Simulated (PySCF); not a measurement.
C₅H₁₂. Atoms are numbered in the order given.

```xyz
17

C      2.3725     0.5260     0.3226
C      0.9885    -0.0992     0.4918
C      0.0904     0.0899    -0.7338
C     -1.2863    -0.5773    -0.6320
C     -2.1886    -0.0048     0.4624
H      2.9066     0.0879    -0.5372
H      2.9992     0.3767     1.2161
H      2.2995     1.6120     0.1442
H      1.0920    -1.1802     0.6990
H      0.5010     0.3326     1.3827
H     -0.0420     1.1721    -0.9220
H      0.6156    -0.3068    -1.6213
H     -1.7976    -0.4829    -1.6057
H     -1.1507    -1.6619    -0.4672
H     -3.1825    -0.4798     0.4505
H     -1.7646    -0.1575     1.4675
H     -2.3362     1.0802     0.3277
```

Geometry optimised at B3LYP-D3(BJ)/def2-SVP. The values are those of a single conformer.

All values below come from PBE/def2-TZVP (PySCF).

* **total energy**: -197.54022 hartree
* **highest occupied level**: -7.38 eV
* **lowest empty level**: 0.44 eV
* **orbital gap**: 7.82 eV
* **dipole moment**: 0.08 D
* **quadrupole, principal values (traceless, Buckingham form, about the centre of nuclear charge)**: -1.05, 0.34, 0.71 D·Å
* **mean static polarisability**: 65.6 bohr³ (9.72 Å³)
* **polarisability, principal values**: 59.3, 61.7, 75.8 bohr³
